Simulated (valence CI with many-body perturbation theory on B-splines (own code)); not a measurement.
Forbidden lines of Ta32+

Level of theory: relativistic CI+MBPT: five valence electrons over a frozen Dirac-Fock core [Kr], radial functions for each j: 7 s, 7 p, 8 d, 6 f, 4 g, 1 h, with the one-electron correlation potential Σ1 (screened to all orders), the two-electron term Σ2, the three-electron term Σ3, Breit, model QED; selected single and double excitations, second order for the rest (own B-spline code, finite nucleus).

No measured spectrum was set against this ion. As an estimate, large intervals hold to a few tenths of a per cent, small ones and those within an open d or f shell to about a per cent. Only levels of the ground parity were solved; by the run's estimate the other parity begins above the list, which can be wrong where configurations are misplaced.

Lines 51 to 100 of 120 in falling wavelength, among levels below 71.860 eV, chosen from the decays that carry over 1 % of a level's rate. Wavelengths and rates use the calculated energies. Electric multipoles are in the length gauge, E1 and E2 with the static RPA response of the core. Weak lines are less certain than strong ones. Lines between different terms over intervals too small for the method are left out, as are lines whose strength nearly cancels.

Levels are named by their leading jj configuration (3d3/2^4 stands for four electrons in 3d with j = 3/2), which in mixed levels can hold well under half, so a name can repeat and another be missing. Letters in brackets count levels of one name in rising energy.

| λ vac (nm) | Upper | Lower | Type | A (s⁻¹) | Branch % |
| --- | --- | --- | --- | --- | --- |
| 78.02 | (4d3/2 4d5/2^4) J=5/2 [a] | (4d3/2^2 4d5/2^3) J=7/2 [a] | M1 | 2.50e+04 | 18.6 |
| 77.68 | (4d3/2^2 4d5/2^3) J=1/2 [a] | (4d3/2^3 4d5/2^2) J=3/2 [a] | M1 | 3.22e+04 | 62.8 |
| 77.62 | (4d3/2^2 4d5/2^3) J=5/2 [c] | (4d3/2^3 4d5/2^2) J=7/2 [b] | M1 | 1.59e+04 | 27.2 |
| 77.13 | (4d3/2^2 4d5/2^3) J=5/2 [a] | (4d3/2^3 4d5/2^2) J=5/2 [a] | M1 | 7.26e+04 | 90.3 |
| 76.91 | (4d3/2^3 4d5/2^2) J=7/2 [a] | (4d3/2^4 4d5/2) J=5/2 | M1 | 1.68e+04 | 96.9 |
| 76.76 | (4d3/2^2 4d5/2^3) J=13/2 | (4d3/2^3 4d5/2^2) J=11/2 | M1 | 5.93e+03 | 99.3 |
| 74.72 | (4d3/2^3 4d5/2^2) J=3/2 [a] | (4d3/2^4 4d5/2) J=5/2 | M1 | 4.45e+04 | 100.0 |
| 73.67 | (4d3/2^2 4d5/2^3) J=3/2 [a] | (4d3/2^3 4d5/2^2) J=3/2 [a] | M1 | 3.83e+04 | 45.0 |
| 73.06 | (4d3/2 4d5/2^4) J=3/2 [a] | (4d3/2^2 4d5/2^3) J=5/2 [b] | M1 | 1.53e+04 | 12.6 |
| 71.70 | (4d3/2^2 4d5/2^3) J=5/2 [b] | (4d3/2^3 4d5/2^2) J=3/2 [a] | M1 | 6.31e+03 | 14.2 |
| 71.20 | (4d3/2^2 4d5/2^3) J=7/2 [b] | (4d3/2^3 4d5/2^2) J=5/2 [b] | M1 | 8.10e+02 | 5.0 |
| 71.12 | (4d3/2 4d5/2^4) J=3/2 [a] | (4d3/2^2 4d5/2^3) J=3/2 [a] | M1 | 4.71e+04 | 38.8 |
| 70.84 | (4d3/2 4d5/2^4) J=11/2 | (4d3/2^2 4d5/2^3) J=13/2 | M1 | 1.09e+04 | 13.7 |
| 70.12 | (4d3/2^2 4d5/2^3) J=9/2 [b] | (4d3/2^3 4d5/2^2) J=9/2 | M1 | 3.33e+04 | 55.9 |
| 70.09 | (4d3/2^2 4d5/2^3) J=3/2 [b] | (4d3/2^3 4d5/2^2) J=1/2 | M1 | 4.37e+03 | 18.2 |
| 69.79 | (4d3/2^2 4d5/2^3) J=5/2 [b] | (4d3/2^3 4d5/2^2) J=7/2 [a] | M1 | 1.35e+04 | 30.3 |
| 69.28 | (4d3/2^2 4d5/2^3) J=5/2 [c] | (4d3/2^3 4d5/2^2) J=5/2 [b] | M1 | 9.45e+02 | 1.6 |
| 68.80 | (4d3/2 4d5/2^4) J=7/2 [a] | (4d3/2^2 4d5/2^3) J=9/2 [a] | M1 | 3.30e+04 | 34.6 |
| 67.74 | (4d3/2 4d5/2^4) J=3/2 [a] | (4d3/2^2 4d5/2^3) J=1/2 [a] | M1 | 3.80e+04 | 31.3 |
| 67.61 | (4d3/2^2 4d5/2^3) J=7/2 [b] | (4d3/2^3 4d5/2^2) J=9/2 | M1 | 8.78e+03 | 54.1 |
| 67.06 | (4d3/2^3 4d5/2^2) J=9/2 | (4d3/2^4 4d5/2) J=5/2 | E2 | 5.77e+00 | 5.6 |
| 67.02 | (4d3/2^2 4d5/2^3) J=3/2 [b] | (4d3/2^3 4d5/2^2) J=5/2 [b] | M1 | 8.37e+03 | 34.9 |
| 66.86 | (4d3/2^2 4d5/2^3) J=7/2 [c] | (4d3/2^3 4d5/2^2) J=7/2 [b] | M1 | 1.28e+04 | 37.3 |
| 66.62 | (4d3/2 4d5/2^4) J=5/2 [a] | (4d3/2^2 4d5/2^3) J=5/2 [a] | M1 | 8.94e+04 | 66.5 |
| 65.97 | (4d3/2^2 4d5/2^3) J=7/2 [a] | (4d3/2^3 4d5/2^2) J=5/2 [a] | M1 | 9.38e+03 | 22.9 |
| 65.01 | (4d3/2 4d5/2^4) J=11/2 | (4d3/2^2 4d5/2^3) J=9/2 [a] | M1 | 1.41e+04 | 17.6 |
| 64.85 | (4d3/2^2 4d5/2^3) J=9/2 [b] | (4d3/2^3 4d5/2^2) J=11/2 | M1 | 1.13e+04 | 18.9 |
| 64.35 | (4d3/2 4d5/2^4) J=7/2 [a] | (4d3/2^2 4d5/2^3) J=7/2 [a] | M1 | 2.88e+04 | 30.2 |
| 63.87 | (4d3/2^3 4d5/2^2) J=5/2 [b] | (4d3/2^4 4d5/2) J=5/2 | M1 | 5.29e+02 | 14.1 |
| 63.87 | (4d3/2^3 4d5/2^2) J=5/2 [b] | (4d3/2^4 4d5/2) J=5/2 | E2 | 3.76e+01 | 1.0 |
| 63.84 | (4d3/2^2 4d5/2^3) J=1/2 [b] | (4d3/2^3 4d5/2^2) J=1/2 | M1 | 1.78e+04 | 35.5 |
| 62.99 | (4d3/2 4d5/2^4) J=11/2 | (4d3/2^2 4d5/2^3) J=11/2 | M1 | 4.76e+04 | 59.7 |
| 61.84 | (4d3/2^2 4d5/2^3) J=9/2 [b] | (4d3/2^3 4d5/2^2) J=7/2 [a] | M1 | 1.00e+04 | 16.8 |
| 61.30 | (4d3/2^3 4d5/2^2) J=1/2 | (4d3/2^4 4d5/2) J=5/2 | E2 | 1.85e+01 | 2.6 |
| 60.82 | (4d3/2^2 4d5/2^3) J=3/2 [c] | (4d3/2^2 4d5/2^3) J=5/2 [a] | M1 | 4.38e+02 | 2.0 |
| 60.58 | (4d3/2^2 4d5/2^3) J=7/2 [c] | (4d3/2^3 4d5/2^2) J=5/2 [b] | M1 | 6.58e+03 | 19.1 |
| 59.88 | (4d3/2^2 4d5/2^3) J=7/2 [b] | (4d3/2^3 4d5/2^2) J=7/2 [a] | M1 | 6.25e+02 | 3.9 |
| 59.85 | (4d3/2^2 4d5/2^3) J=5/2 [c] | (4d3/2^3 4d5/2^2) J=3/2 [a] | M1 | 9.41e+03 | 16.1 |
| 58.51 | (4d3/2^2 4d5/2^3) J=5/2 [c] | (4d3/2^3 4d5/2^2) J=7/2 [a] | M1 | 2.30e+04 | 39.3 |
| 58.15 | (4d3/2^2 4d5/2^3) J=3/2 [b] | (4d3/2^3 4d5/2^2) J=3/2 [a] | M1 | 8.32e+03 | 34.7 |
| 58.11 | (4d3/2^3 4d5/2^2) J=7/2 [b] | (4d3/2^4 4d5/2) J=5/2 | M1 | 1.23e+03 | 84.6 |
| 57.96 | (4d3/2^2 4d5/2^3) J=7/2 [c] | (4d3/2^3 4d5/2^2) J=9/2 | M1 | 1.38e+04 | 40.2 |
| 57.84 | (4d3/2^2 4d5/2^3) J=5/2 [d] | (4d3/2^2 4d5/2^3) J=5/2 [a] | M1 | 1.45e+04 | 27.1 |
| 57.79 | (4d3/2^2 4d5/2^3) J=9/2 [c] | (4d3/2^3 4d5/2^2) J=7/2 [b] | M1 | 1.36e+04 | 68.4 |
| 57.36 | (4d3/2^2 4d5/2^3) J=3/2 [c] | (4d3/2^3 4d5/2^2) J=3/2 [b] | M1 | 7.58e+03 | 35.0 |
| 56.79 | (4d3/2^2 4d5/2^3) J=3/2 [a] | (4d3/2^3 4d5/2^2) J=5/2 [a] | M1 | 2.83e+04 | 33.2 |
| 56.39 | (4d3/2 4d5/2^4) J=7/2 [a] | (4d3/2^2 4d5/2^3) J=5/2 [a] | M1 | 3.99e+03 | 4.2 |
| 54.70 | (4d3/2^2 4d5/2^3) J=5/2 [d] | (4d3/2^3 4d5/2^2) J=3/2 [b] | M1 | 1.18e+04 | 22.0 |
| 53.78 | (4d3/2^2 4d5/2^3) J=1/2 [b] | (4d3/2^3 4d5/2^2) J=3/2 [a] | M1 | 3.04e+04 | 60.7 |
| 53.46 | (4d3/2 4d5/2^4) J=3/2 [a] | (4d3/2^2 4d5/2^3) J=5/2 [a] | M1 | 1.09e+04 | 8.9 |
